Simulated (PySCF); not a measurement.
PySCF input file for Al(Me)(vinyl)(OH) (C3H7AlO), SMILES C=[CH][Al]([OH])[CH3], PBE0-D3(BJ)/def2-SVP. Coordinates come from a PBE0-D3(BJ)/def2-SVP optimisation. The structure was generated by enumeration; whether it is a known compound was not checked. Other conformers were not sampled.

```python
import numpy as np
from pyscf import gto, scf, dft, df
from pyscf.hessian import thermo

mol = gto.M(
    atom='''
    Al   -0.31158436    0.17806130    0.26081505
    C    -2.19496983    0.22278348    0.74305159
    H    -2.54847417   -0.76969194    1.07053804
    H    -2.82207533    0.50870914   -0.11846029
    H    -2.39234022    0.93756253    1.55663516
    C     0.43059878   -0.97159059   -1.13234024
    C     1.73568056   -0.98610659   -1.44645415
    H    -0.21102392   -1.65341022   -1.71045356
    H     2.15666208   -1.63121188   -2.22891112
    H     2.46595987   -0.34644142   -0.93331039
    O     0.73651228    1.21752617    1.12332102
    H     1.68193298    1.30895986    1.00125498
    ''',
    basis='def2-SVP',
    charge=0,
    spin=0,
    max_memory=1600,
    verbose=3,
)
mf = dft.RKS(mol, xc='pbe0').density_fit(auxbasis='def2-universal-jkfit')
mf.disp = 'd3bj'
mf.grids.level = 3
mf.conv_tol = 1e-11
mf.max_cycle = 100
mf.kernel()

# analytic Hessian; the response equations are solved on a coarser grid
h, args, fine = mf.Hessian(), (mf.mo_energy, mf.mo_coeff, mf.mo_occ), mf.grids
h.max_memory = max(150, 2.5e-5 * df.make_auxmol(mol, mf.with_df.auxbasis).nao * mol.nelec[0] * (mol.nelec[0] + mol.nao))  # MB; small integral blocks
h1ao = h.make_h1(mf.mo_coeff, mf.mo_occ)
mf.grids = dft.Grids(mol).set(level=1).build(with_non0tab=True)
mo1, mo_e1 = h.solve_mo1(*args, h1ao)
mf.grids = fine
hess = h.hess_elec(*args, mo1, mo_e1, h1ao) + h.hess_nuc()
if mf.do_disp():
    hess += h.get_dispersion()
for i in range(mol.natm):  # the analytic DFT Hessian lacks the response of the grid: restore translational invariance
    hess[i, i] -= hess[i].sum(axis=0)
hess = (hess + hess.transpose(1, 0, 3, 2)) / 2
vib = thermo.harmonic_analysis(mol, hess, imaginary_freq=False)
thermo.dump_normal_mode(mol, vib)
th = thermo.thermo(mf, vib['freq_au'][vib['freq_au'] > 0], 298.15, 101325)
thermo.dump_thermo(mol, th)
g0 = mf.nuc_grad_method().set(verbose=0).kernel()

# dipole derivatives [dipole axis, atom, xyz] from the same response
r, irp = mol.intor('int1e_r'), mol.intor('int1e_irp').reshape(3, 3, mol.nao, mol.nao)
sl, dm0, ok = mol.aoslice_by_atom(), np.array(mf.make_rdm1()), []
dmu = np.einsum('a,xt->xat', mol.atom_charges(), np.eye(3))
for a, (_, _, p0, p1) in enumerate(sl):
    dmu[:, a] += 2 * np.einsum('xtij,ij->xt', irp[:, :, :, p0:p1], dm0.reshape(-1, mol.nao, mol.nao).sum(0)[:, p0:p1])
    for u, c, occ, f in [(mo1, mf.mo_coeff, mf.mo_occ, 4)]:
        dmu[:, a] -= f * np.einsum('tui,xuv,vi->xt', u[a], r, c[:, occ > 0], optimize=True)
L = vib['norm_mode']
ir = 974.8801 * (np.einsum('xat,kat->kx', dmu, L) ** 2).sum(1)       # km/mol
apt = np.einsum('xax->a', dmu) / 3
print('mode   freq/cm-1   IR/(km/mol)')
for k, w in enumerate(vib['freq_wavenumber']):
    print(f'{k + 1:4d} {w:11.2f} {ir[k]:13.3f}')
print('max |gradient| / (hartree/bohr):', abs(g0).max())
print('APT charges:', apt.round(4))
```

Output:

```
converged SCF energy = -435.664854773375

WARN: DFTD3 does not support analytical Hessian, using finite difference


WARN: Mole.unit (angstrom) is changed to Bohr

Mode                                 0                   1                   2
Irrep
Freq [cm^-1]                       39.0315             51.8262            114.8817
Reduced mass [au]                   1.0369              2.2876              3.1264
Force const [Dyne/A]                0.0009              0.0036              0.0243
Char temp [K]                      56.1576             74.5664            165.2892
Normal mode                   x     y     z       x     y     z       x     y     z
       0  Al                -0.00  0.01 -0.01   -0.01  0.03 -0.03   -0.04 -0.04 -0.03
       1   C                -0.00  0.01 -0.01    0.01 -0.06  0.06   -0.01  0.07  0.07
       2   H                 0.17  0.12  0.53    0.08 -0.09  0.05   -0.06  0.10  0.12
       3   H                -0.08 -0.55 -0.14   -0.04 -0.07  0.10   -0.06  0.10  0.12
       4   H                -0.08  0.39 -0.36    0.02 -0.09  0.09    0.11  0.10  0.08
       5   C                -0.00  0.01 -0.01   -0.02  0.10 -0.10    0.01 -0.02 -0.02
       6   C                -0.00  0.01 -0.01    0.02 -0.10  0.09    0.04  0.10  0.10
       7   H                -0.01  0.03 -0.02   -0.06  0.28 -0.26    0.11 -0.06 -0.09
       8   H                -0.00  0.01 -0.01    0.02 -0.09  0.08    0.17  0.16  0.13
       9   H                 0.00 -0.00  0.00    0.06 -0.29  0.27   -0.07  0.16  0.18
      10   O                 0.01 -0.03  0.02   -0.00  0.01 -0.01    0.03 -0.07 -0.08
      11   H                 0.01 -0.06  0.06   -0.02  0.09 -0.08    0.03 -0.11 -0.13
Mode                                 3                   4                   5
Irrep
Freq [cm^-1]                      186.7717            205.2098            309.5440
Reduced mass [au]                   3.1542              2.4572              3.1687
[...]
Reduced mass [au]                   2.5353              6.6780              1.1662
Force const [Dyne/A]                0.7879              3.0216              0.6775
Char temp [K]                    1044.9573           1260.8496           1428.7174
Normal mode                   x     y     z       x     y     z       x     y     z
       0  Al                 0.08 -0.05 -0.07   -0.09 -0.07 -0.06    0.02  0.02  0.01
       1   C                -0.08  0.06  0.08    0.03  0.01  0.01   -0.00 -0.01 -0.01
       2   H                 0.04 -0.06 -0.12    0.08 -0.02 -0.05   -0.03  0.01  0.02
       3   H                 0.04 -0.10 -0.07    0.08 -0.03 -0.04   -0.03  0.01  0.02
       4   H                -0.51 -0.05  0.06   -0.02 -0.00  0.00    0.03  0.00 -0.00
       5   C                -0.00  0.05  0.06    0.00  0.02  0.02   -0.03 -0.03 -0.03
       6   C                -0.02  0.02  0.02   -0.00  0.01  0.01   -0.01  0.06  0.06
       7   H                -0.04  0.07  0.09    0.06 -0.01 -0.02    0.45 -0.21 -0.33
       8   H                -0.13 -0.03  0.00   -0.13 -0.04 -0.01   -0.50 -0.14 -0.03
       9   H                 0.05 -0.02 -0.04    0.07 -0.03 -0.05    0.37 -0.15 -0.24
      10   O                -0.03  0.00  0.01    0.11  0.10  0.08   -0.01 -0.01 -0.01
      11   H                -0.03 -0.11 -0.11    0.12  0.15  0.13   -0.01 -0.02 -0.02
Mode                                15                  16                  17
Irrep
Freq [cm^-1]                      997.6980           1065.7831           1210.4082
Reduced mass [au]                   1.3469              1.0832              1.2584
Force const [Dyne/A]                0.7899              0.7250              1.0863
Char temp [K]                    1435.4653           1533.4246           1741.5079
Normal mode                   x     y     z       x     y     z       x     y     z
       0  Al                 0.00 -0.00  0.00    0.00 -0.00  0.00   -0.01 -0.00  0.00
       1   C                -0.00  0.00 -0.00   -0.00  0.00 -0.00    0.13 -0.00 -0.03
       2   H                 0.00 -0.00  0.00    0.00 -0.00 -0.00   -0.46  0.22  0.06
       3   H                -0.00 -0.00  0.00   -0.00  0.00  0.00   -0.40 -0.06  0.31
       4   H                 0.00 -0.00  0.00   -0.00  0.00 -0.00   -0.49 -0.14 -0.04
       5   C                 0.01 -0.03  0.03    0.01 -0.06  0.05   -0.00 -0.00 -0.00
       6   C                -0.02  0.10 -0.10   -0.00  0.01 -0.01    0.00 -0.00 -0.00
       7   H                -0.00 -0.00  0.00   -0.12  0.54 -0.51    0.00 -0.00 -0.00
       8   H                 0.09 -0.44  0.41    0.06 -0.26  0.25    0.01  0.00 -0.00
       9   H                 0.09 -0.43  0.40   -0.07  0.33 -0.31   -0.00  0.00  0.00
      10   O                -0.00  0.00 -0.00   -0.00  0.00 -0.00    0.00  0.00  0.00
      11   H                 0.00 -0.01  0.01   -0.00  0.00 -0.00    0.00  0.01  0.01
Mode                                18                  19                  20
Irrep
Freq [cm^-1]                     1266.5526           1420.3590           1421.4103
Reduced mass [au]                   1.3604              1.1986              1.0546
Force const [Dyne/A]                1.2858              1.4247              1.2554
Char temp [K]                    1822.2872           2043.5803           2045.0930
Normal mode                   x     y     z       x     y     z       x     y     z
       0  Al                -0.01  0.00  0.00   -0.00  0.00  0.00   -0.00 -0.00 -0.00
       1   C                 0.00 -0.00 -0.00   -0.00 -0.01 -0.01   -0.01 -0.04 -0.04
       2   H                 0.01  0.00  0.00    0.05  0.01  0.10    0.29  0.06  0.56
       3   H                 0.00  0.00 -0.00    0.03  0.10  0.01    0.18  0.61  0.05
       4   H                -0.00 -0.00 -0.00   -0.06 -0.02 -0.01   -0.33 -0.11 -0.04
       5   C                -0.02 -0.07 -0.08    0.11 -0.02 -0.04   -0.02  0.00  0.01
       6   C                 0.07  0.07  0.06   -0.01  0.01  0.01    0.00 -0.00 -0.00
       7   H                -0.63  0.16  0.32   -0.04  0.05  0.06    0.01 -0.01 -0.01
       8   H                -0.21 -0.05 -0.01   -0.60 -0.21 -0.09    0.11  0.04  0.01
       9   H                 0.34 -0.07 -0.15   -0.46  0.22  0.33    0.08 -0.04 -0.06
      10   O                 0.00 -0.00 -0.00   -0.00 -0.00 -0.00   -0.00  0.00  0.00
      11   H                -0.00  0.00  0.00   -0.00 -0.01 -0.01   -0.00  0.00  0.00
Mode                                21                  22                  23
Irrep
Freq [cm^-1]                     1424.7030           1664.3875           3045.5605
Reduced mass [au]                   1.0539              4.3942              1.0371
Force const [Dyne/A]                1.2604              7.1720              5.6678
Char temp [K]                    2049.8303           2394.6831           4381.8834
Normal mode                   x     y     z       x     y     z       x     y     z
       0  Al                 0.00 -0.00  0.00   -0.00  0.00  0.00    0.00 -0.00 -0.00
       1   C                 0.01 -0.05  0.04    0.00  0.00  0.00   -0.05 -0.01  0.01
       2   H                 0.18 -0.22 -0.36    0.00  0.00  0.00    0.18  0.55 -0.18
       3   H                -0.19  0.30  0.29    0.00  0.00  0.00    0.33 -0.16  0.48
       4   H                -0.11  0.52 -0.48   -0.01 -0.00  0.00    0.07 -0.32 -0.36
       5   C                -0.00  0.00 -0.00    0.17 -0.02 -0.06    0.00  0.00  0.00
       6   C                 0.00  0.00 -0.00   -0.19  0.01  0.05   -0.00  0.00  0.00
       7   H                 0.00 -0.00  0.00   -0.00  0.07  0.08   -0.00 -0.00 -0.00
       8   H                 0.00 -0.00  0.00    0.16  0.16  0.13    0.00 -0.00 -0.00
       9   H                -0.00  0.00 -0.00    0.11 -0.16 -0.20    0.00  0.00  0.00
      10   O                -0.00  0.00 -0.00    0.00 -0.00 -0.00   -0.00 -0.00 -0.00
      11   H                -0.00  0.00 -0.00    0.00  0.01  0.01    0.00 -0.00 -0.00
Mode                                24                  25                  26
Irrep
Freq [cm^-1]                     3113.5204           3132.2165           3136.7915
Reduced mass [au]                   1.0591              1.0900              1.0990
Force const [Dyne/A]                6.0492              6.3003              6.3709
Char temp [K]                    4479.6626           4506.5622           4513.1445
Normal mode                   x     y     z       x     y     z       x     y     z
       0  Al                -0.00 -0.00  0.00    0.00 -0.00 -0.00    0.00 -0.00  0.00
       1   C                 0.00  0.00  0.00    0.00  0.00 -0.00    0.01 -0.06  0.06
       2   H                -0.00 -0.00  0.00   -0.00 -0.00  0.00    0.22  0.60 -0.19
       3   H                -0.00  0.00 -0.00   -0.00  0.00 -0.00   -0.39  0.16 -0.52
       4   H                -0.00 -0.00 -0.00   -0.00  0.00  0.00    0.00 -0.01  0.01
       5   C                -0.01 -0.02 -0.02    0.05  0.05  0.04    0.00  0.00 -0.00
       6   C                -0.06  0.00  0.02   -0.03 -0.01 -0.00   -0.00  0.00 -0.00
       7   H                 0.21  0.22  0.19   -0.51 -0.54 -0.46   -0.00 -0.00  0.00
       8   H                 0.23 -0.39 -0.47    0.06 -0.10 -0.12    0.00 -0.00  0.00
       9   H                 0.40  0.37  0.30    0.22  0.20  0.16    0.00 -0.00  0.00
      10   O                 0.00  0.00  0.00    0.00  0.00  0.00    0.00 -0.00  0.00
      11   H                 0.00  0.00  0.00    0.00  0.00 -0.00    0.00 -0.00  0.00
Mode                                27                  28                  29
Irrep
Freq [cm^-1]                     3163.1017           3201.9674           3991.2194
Reduced mass [au]                   1.1016              1.1160              1.0680
Force const [Dyne/A]                6.4940              6.7414             10.0235
Char temp [K]                    4550.9992           4606.9182           5742.4761
Normal mode                   x     y     z       x     y     z       x     y     z
       0  Al                -0.00 -0.00 -0.00   -0.00  0.00  0.00   -0.00 -0.00 -0.00
       1   C                -0.01 -0.06 -0.06   -0.00 -0.00 -0.00   -0.00  0.00  0.00
       2   H                 0.11  0.29 -0.11    0.00  0.00 -0.00    0.00 -0.00  0.00
       3   H                 0.19 -0.10  0.25    0.00 -0.00  0.00    0.00  0.00 -0.00
       4   H                -0.15  0.53  0.61   -0.00  0.00  0.00   -0.00 -0.00 -0.00
       5   C                -0.00 -0.00 -0.00   -0.01 -0.01 -0.01   -0.00 -0.00 -0.00
       6   C                 0.00  0.00  0.00   -0.01 -0.06 -0.07   -0.00 -0.00 -0.00
       7   H                 0.00  0.00  0.00    0.07  0.08  0.07    0.00 -0.00 -0.00
       8   H                 0.00 -0.00 -0.00   -0.26  0.40  0.48    0.00  0.00  0.00
       9   H                -0.00 -0.00 -0.00    0.43  0.37  0.30    0.00  0.00  0.00
      10   O                 0.00  0.00  0.00    0.00  0.00 -0.00    0.06  0.01 -0.01
      11   H                -0.00  0.00  0.00    0.00  0.00  0.00   -0.95 -0.10  0.11
temperature 298.1500 [K]
pressure 101325.00 [Pa]
Rotational constants [GHz] 5.96847 2.54849 1.80601
Symmetry number 1
Zero-point energy (ZPE) 0.09107 [Eh]   239107.849 [J/mol]
                           tot       elec      trans        rot        vib
Entropy [J/mol/K]       374.976      0.000    164.309    112.389     98.278
Cv [J/mol/K]            114.341      0.000     12.472     12.472     89.397
Cp [J/mol/K]            122.655      0.000     20.786     12.472     89.397
Internal energy [J/mol]                      3718.434   3718.434 253576.920
Internal energy [Eh]   -435.56544  -435.66485
Enthalpy [J/mol]                             6197.391   3718.434 253576.920
Enthalpy [Eh]          -435.56450
Gibbs free energy [J/mol]                  -42791.380 -29790.293 224275.444
Gibbs free energy [Eh] -435.60708
mode   freq/cm-1   IR/(km/mol)
   1       39.03         0.189
   2       51.83         1.236
   3      114.88         2.552
   4      186.77         4.025
   5      205.21         2.391
   6      309.54        32.576
   7      370.83       123.922
   8      441.11        47.936
   9      544.52       131.081
  10      557.69        37.711
  11      650.87        17.854
  12      652.13        56.339
  13      726.28       198.307
  14      876.33       102.485
  15      993.01        19.354
  16      997.70        31.606
  17     1065.78        10.330
  18     1210.41        35.165
  19     1266.55         1.554
  20     1420.36        17.346
  21     1421.41         2.613
  22     1424.70         3.242
  23     1664.39        25.998
  24     3045.56         2.088
  25     3113.52        29.800
  26     3132.22         5.759
  27     3136.79         4.547
  28     3163.10         3.512
  29     3201.97        17.649
  30     3991.22        64.059
max |gradient| / (hartree/bohr): 4.399017115622013e-05
APT charges: [ 1.456  -0.4741  0.0276  0.0276  0.0165 -0.5135  0.0094  0.0098  0.0189
  0.0065 -0.8847  0.3001]
```

Self-consistency was reached.
